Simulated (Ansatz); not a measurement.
Born–Oppenheimer molecular dynamics of GeH5NS (8 atoms, charge 0, multiplicity 1). It starts at the highest image of a converged band. Of that band: A structure lower than the first end lies on the path between it and the top, so the climb from that side starts below the end, which may itself be a saddle point or a shallow side well. Neighbouring images differ by up to 2.7 eV, so the band resolves the path poorly. A vibrational analysis at the climbing image gives one clearly imaginary mode, 1456i cm⁻¹: a first-order saddle point.

Theory: Ansatz 0.2.0, RHF/def2-SVP.

* ensemble: NVE (velocity Verlet)
* time step: 0.5 fs
* steps asked: 200
* starting velocities drawn for: 100 K
* seed: 5025

First frame:

```xyz
8
Properties=species:S:1:pos:R:3
N -1.015 1.024 -0.862
Ge 0.450 0.658 0.112
S 0.712 -2.012 0.274
H -1.936 0.921 -0.480
H -1.007 0.902 -1.856
H 0.064 0.911 1.574
H 1.514 -0.500 -0.285
H 1.311 -1.961 1.468
```

(1) What does the run give?

(2) What happens to the structure?

(3) How do temperature and energy run in time?

Results:

(1) The run went to its last step.

| Item | Value |
| --- | --- |
| steps done | 200 |
| time covered | 100 fs |
| mean temperature over the second half | 1864 K |
| spread of the potential energy over the second half | 30.3 meV per atom |
| mean potential energy of the second half above the start | -171.1 meV per atom |

The conserved energy stayed within 0.26 meV per atom of its start (net change -0.027 meV per atom), so the integration is sound. The system heated up, since it started high on the potential surface and ran downhill. A run of 0.1 ps of so small a system gives no equilibrium averages. The orbitals stay closed-shell, which can raise the energy where a bond breaks towards radicals; this wasn't checked here.

(2) The step under study would form S3–H7 and break Ge2–H7. These pairs go: S3–H7 1.80 → 3.47 Å, Ge2–H7 1.62 → 1.55 Å. In the last frame they stand as before the step (other bonds may differ from the relaxed reactants and products). It ends as one piece, GeH5NS. Pairs count as bonded within 1.25 times the sum of covalent radii (0.12 Å more for H–H). This is one draw of velocities; another would differ in detail.

(3) 
```json
{"time (fs)": "0.0", "T (K)": "100", "potential energy less start (eV)": "0.000", "conserved less start (meV/atom)": "0.00"}
{"time (fs)": "3.0", "T (K)": "85", "potential energy less start (eV)": "0.012", "conserved less start (meV/atom)": "0.05"}
{"time (fs)": "6.0", "T (K)": "145", "potential energy less start (eV)": "-0.034", "conserved less start (meV/atom)": "0.06"}
{"time (fs)": "9.0", "T (K)": "373", "potential energy less start (eV)": "-0.211", "conserved less start (meV/atom)": "0.10"}
{"time (fs)": "12.0", "T (K)": "1046", "potential energy less start (eV)": "-0.733", "conserved less start (meV/atom)": "0.06"}
{"time (fs)": "15.0", "T (K)": "2018", "potential energy less start (eV)": "-1.489", "conserved less start (meV/atom)": "-0.12"}
{"time (fs)": "18.0", "T (K)": "2509", "potential energy less start (eV)": "-1.870", "conserved less start (meV/atom)": "-0.24"}
{"time (fs)": "21.0", "T (K)": "2236", "potential energy less start (eV)": "-1.658", "conserved less start (meV/atom)": "-0.12"}
{"time (fs)": "24.0", "T (K)": "1784", "potential energy less start (eV)": "-1.307", "conserved less start (meV/atom)": "-0.07"}
{"time (fs)": "27.0", "T (K)": "1390", "potential energy less start (eV)": "-1.001", "conserved less start (meV/atom)": "-0.07"}
{"time (fs)": "30.0", "T (K)": "1046", "potential energy less start (eV)": "-0.734", "conserved less start (meV/atom)": "-0.04"}
{"time (fs)": "33.0", "T (K)": "1194", "potential energy less start (eV)": "-0.848", "conserved less start (meV/atom)": "0.12"}
{"time (fs)": "36.0", "T (K)": "2145", "potential energy less start (eV)": "-1.588", "conserved less start (meV/atom)": "-0.24"}
{"time (fs)": "39.0", "T (K)": "2501", "potential energy less start (eV)": "-1.863", "conserved less start (meV/atom)": "-0.14"}
{"time (fs)": "42.0", "T (K)": "2556", "potential energy less start (eV)": "-1.905", "conserved less start (meV/atom)": "-0.09"}
{"time (fs)": "45.0", "T (K)": "2625", "potential energy less start (eV)": "-1.959", "conserved less start (meV/atom)": "-0.10"}
{"time (fs)": "48.0", "T (K)": "2556", "potential energy less start (eV)": "-1.906", "conserved less start (meV/atom)": "-0.18"}
{"time (fs)": "51.0", "T (K)": "2067", "potential energy less start (eV)": "-1.526", "conserved less start (meV/atom)": "-0.08"}
{"time (fs)": "54.0", "T (K)": "1581", "potential energy less start (eV)": "-1.148", "conserved less start (meV/atom)": "0.01"}
{"time (fs)": "57.0", "T (K)": "1568", "potential energy less start (eV)": "-1.139", "conserved less start (meV/atom)": "-0.02"}
{"time (fs)": "60.0", "T (K)": "1872", "potential energy less start (eV)": "-1.375", "conserved less start (meV/atom)": "-0.16"}
{"time (fs)": "63.0", "T (K)": "1838", "potential energy less start (eV)": "-1.348", "conserved less start (meV/atom)": "-0.08"}
{"time (fs)": "66.0", "T (K)": "1729", "potential energy less start (eV)": "-1.263", "conserved less start (meV/atom)": "0.02"}
{"time (fs)": "69.0", "T (K)": "1985", "potential energy less start (eV)": "-1.463", "conserved less start (meV/atom)": "-0.08"}
{"time (fs)": "72.0", "T (K)": "2283", "potential energy less start (eV)": "-1.694", "conserved less start (meV/atom)": "-0.12"}
{"time (fs)": "75.0", "T (K)": "2338", "potential energy less start (eV)": "-1.737", "conserved less start (meV/atom)": "-0.13"}
{"time (fs)": "78.0", "T (K)": "2081", "potential energy less start (eV)": "-1.537", "conserved less start (meV/atom)": "-0.05"}
{"time (fs)": "81.0", "T (K)": "1924", "potential energy less start (eV)": "-1.415", "conserved less start (meV/atom)": "-0.03"}
{"time (fs)": "84.0", "T (K)": "1981", "potential energy less start (eV)": "-1.459", "conserved less start (meV/atom)": "-0.06"}
{"time (fs)": "87.0", "T (K)": "2077", "potential energy less start (eV)": "-1.534", "conserved less start (meV/atom)": "-0.09"}
{"time (fs)": "90.0", "T (K)": "2094", "potential energy less start (eV)": "-1.547", "conserved less start (meV/atom)": "-0.14"}
{"time (fs)": "93.0", "T (K)": "1817", "potential energy less start (eV)": "-1.333", "conserved less start (meV/atom)": "-0.16"}
{"time (fs)": "96.0", "T (K)": "1258", "potential energy less start (eV)": "-0.898", "conserved less start (meV/atom)": "0.05"}
{"time (fs)": "99.0", "T (K)": "1144", "potential energy less start (eV)": "-0.810", "conserved less start (meV/atom)": "-0.07"}
```

Run time: 4.5 min on 1 thread of Intel(R) Xeon(R) 6975P-C (Granite Rapids), with other jobs on the host, peak memory 0.19 GiB.
